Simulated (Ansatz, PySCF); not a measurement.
The same groups moved round the core (benzothiophene cyano+boryl). Gas-phase values, no solvent. One relaxed conformer stands for each flexible species; it need not be the lowest. Strings in code marks are SMILES. Quantity: electronic energy of isomers of C9H6BNS relative to `Bc1cc2c(C#N)cccc2s1` (H–B–C–S torsion 0°). Level 1: PBE-D3(BJ)/def2-TZVP // r2SCAN-D4/def2-SVP (PySCF). Level 2: frozen-core CCSD(T)/cc-pVDZ // r2SCAN-D4/def2-SVP (Ansatz, a quantum-chemistry and plane-wave program).

```csv
case,level 1 (kcal/mol),level 2 (kcal/mol)
`Bc1cc2cccc(C#N)c2s1` (H–B–C–S torsion 180°),0.8,0.7
`Bc1cc(C#N)c2ccsc2c1` (H–B–C–C torsion 0°),4.0,3.3
`Bc1c(C#N)sc2ccccc12` (H–B–C–C torsion 0°),4.0,4.2
`Bc1ccc(C#N)c2ccsc12` (H–B–C–C torsion 180°),4.6,3.8
`Bc1cc(C#N)cc2ccsc12` (H–B–C–C torsion 180°),4.9,3.8
`Bc1cc2sccc2cc1C#N` (H–B–C–C torsion 180°),5.3,withheld
`Bc1cc(C#N)c2sccc2c1` (H–B–C–C torsion 0°),5.4,4.3
`Bc1cc2ccsc2cc1C#N` (H–B–C–C torsion 180°),5.7,4.8
```

Problem. Fit level 2 = a + b·x to the 7 complete rows by least squares, with x = level 1 in kcal/mol. Give a, b and the rms residual, and predict the withheld value.

Solution. Means of the 7 rows: x̄ = 4.2, ȳ = 3.5571 kcal/mol. Σ(x − x̄)² = 15.98 and Σ(x − x̄)(y − ȳ) = 12.66, so b = 0.792 and a = ȳ − b·x̄ = 0.23 kcal/mol. The rms residual is 0.34 kcal/mol. At x = 5.3 the line gives 4.4 kcal/mol. The run for `Bc1cc2sccc2cc1C#N` (H–B–C–C torsion 180°) gave 4.5 kcal/mol, so the line is off by 0.1 kcal/mol, within twice the rms residual.

Codes: Ansatz, PySCF.
